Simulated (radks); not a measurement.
The mean radii <r> (bohr) of the occupied orbitals of an atom or ion are listed with their occupations. Calculated with a radial shooting solver on a logarithmic mesh with Libxc functionals: non-relativistic Kohn-Sham, LDA (Slater exchange, Perdew-Wang correlation), spin-unpolarised, spherical densities, point nucleus.

orbital  occ.      <r>
1s          2  0.02984
2s          2   0.1288
2p          6   0.1097
3s          2   0.3446
3p          6   0.3351
3d         10   0.3058
4s          2   0.8210
4p          6   0.8649
4d         10    1.018
5s          2    2.156
5p          1    2.503

Name the element and its charge.

Answer. Z = 51, antimony, charge +2: Sb2+ in [Kr] 4d10 5s2 5p1. The 1s radius gives Z: for a bare nucleus <r> = 1.5/Z, 0.02941 bohr for Z = 51, and screening makes it slightly larger (0.02984 here). The occupations add up to 49, and the charge is Z minus that.
